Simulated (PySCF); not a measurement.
Species: SnCl3(pyrrolidide), C4H8Cl3NSn.
Structure used (PBE0-D3(BJ)/def2-SVP), in Å, numbered top down from 1:
```xyz
17
C4H8Cl3NSn angstrom
Sn     0.7536    1.9422    0.7985
Cl     0.1548    1.2183    2.9465
Cl     3.0737    2.0481    0.6133
Cl    -0.1125    4.0920    0.6438
N      0.0289    0.7473   -0.6591
C     -1.3016    0.1905   -0.4142
C     -1.0829   -1.1923    0.2298
C      0.3726   -1.5590   -0.1300
C      0.8412   -0.4078   -1.0323
H     -1.8071    0.0869   -1.3921
H     -1.9271    0.8649    0.1914
H     -1.8077   -1.9282   -0.1477
H     -1.2123   -1.1348    1.3203
H      0.9959   -1.6064    0.7768
H      0.4577   -2.5355   -0.6291
H      1.9173   -0.1900   -0.9622
H      0.6269   -0.6366   -2.0933
```

Computed with PBE0-D3(BJ)/def2-SVP geometry optimisation, gas phase, def2 core potentials past Kr (PySCF 2.14.0).

Task: Which atoms are bound to Sn1, and at what distances?

Result: 4 atoms: N5 2.019 Å, Cl4 2.323 Å, Cl3 2.330 Å, Cl2 2.344 Å. The nearest atom not counted as bound is H11, at 2.95 Å (others tie with it).

Task: List the angles at Sn1.

Result: 
```
      angle  degrees  distance of the outer atoms (Å)
 Cl2–Sn1–N5    112.8                             3.64
 Cl4–Sn1–N5    111.5                             3.59
Cl2–Sn1–Cl3    110.0                             3.83
 Cl3–Sn1–N5    109.1                             3.55
Cl3–Sn1–Cl4    108.9                             3.79
Cl2–Sn1–Cl4    104.6                             3.69
```

Task: What is the shape at Sn1?

Result: Distorted tetrahedral: angles from 104.6° to 112.8°; τ4 = (360° − α − β)/141° = 0.96 with α and β the two widest (0 for a square, 1 for a tetrahedron). The Sn–Cl distances aren't all alike: 2.323 to 2.344 Å.

Task: What are the other bond lengths?

Result: N5–C6, N5–C9 1.462 Å; C6–C7, C8–C9 1.539 Å; C7–C8 1.544 Å. (A selection.)

Task: Give some angles away from the centre.

Result: Sn1–N5–C6 115.5°, Sn1–N5–C9 116.9°, C6–N5–C9 104.3°, N5–C6–C7 106.4°, C6–C7–C8 104.5°.

Task: What are the rotational constants (commonest isotopes, rigid rotor)?

Result: A = 896.7, B = 557.4, C = 511.8 MHz: an asymmetric top.

Point group: C1 (no symmetry element, even within 0.4 Å). Charge 0, singlet. Whether it is a minimum is left open (no frequencies).

One conformer stands for the species.
